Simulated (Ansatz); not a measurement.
Task: Name a neutral molecule of B, C, Cl, O, Si and H with size of the dipole moment (B3LYP/def2-TZVPP) between 2.00 and 2.30 D and HOMO–LUMO gap (PBE0/def2-TZVPP) between 5.70 and 6.00 eV (Ansatz, PBE0-D4/def2-TZVP geometry).

Result: `CB(Cl)[SiH2]O` (2.16 D, 5.76 eV). Other molecules can fit too; these were computed, each in one conformer that needn't be the lowest.

B3LYP here is the variant with VWN-RPA as its local correlation; programs differ in this.
